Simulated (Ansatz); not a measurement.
Geometry optimisation, RHF/def2-SVP in Ansatz.

input.yaml

```yaml
crystal:
  periodic: [false, false, false]
  atoms:
    - { symbol: B, position_ang: [-0.071799, -0.585243, 0.176546] }
    - { symbol: Br, position_ang: [1.872078, -1.061055, -0.012569] }
    - { symbol: O, position_ang: [-0.892856, -0.986071, -0.791685] }
    - { symbol: O, position_ang: [-0.494303, 0.068214, 1.264139] }
    - { symbol: H, position_ang: [0.936865, 1.419156, -0.973624] }
    - { symbol: H, position_ang: [0.270409, 1.601512, -0.896514] }
    - { symbol: H, position_ang: [-1.801221, -0.760114, -0.648134] }
    - { symbol: H, position_ang: [0.180827, 0.303699, 1.88194] }
basis:
  gaussian: { orbitals: def2-SVP }
hamiltonian:
  xc: hf
relax:
  f_tol: 0.03
  max_steps: 50
```

Command:

```bash
$ ansatz run input.yaml --threads 2 --pin off --max-ram 3072MiB --backend cpu --events-out ev --progress --plain --runs-dir out
```

Where does it end, and by what steps?

It converged. The force dipped under the threshold on the way, but the program's further checks kept it going. After 11 steps the energy has fallen by 0.251 eV; H6 moved furthest, 0.99 Å.

```csv
step,energy less start (eV),largest force component (eV/Å),accepted
0,0.0000,2.133,yes
1,-0.1672,0.372,yes
2,-0.2186,0.184,yes
3,-0.2367,0.111,yes
4,-0.2389,0.328,yes
5,-0.2474,0.121,yes
6,-0.2491,0.027,yes
7,-0.2494,0.143,yes
8,-0.2500,0.041,yes
9,-0.2504,0.011,yes
10,-0.2506,0.019,yes
11,-0.2507,0.027,yes
```

```xyz
8
Properties=species:S:1:pos:R:3
B -0.122 -0.887 0.311
Br 1.745 -1.444 0.202
O -0.962 -1.321 -0.631
O -0.536 -0.096 1.312
H 1.073 2.081 -1.439
H 0.526 2.513 -1.169
H -1.849 -1.009 -0.519
H 0.126 0.164 1.933
```

The run took 6.5 s on 2 threads of AMD EPYC 9R45 96-Core Processor (Zen 5), with other jobs on the host, peak memory 0.2 GiB.
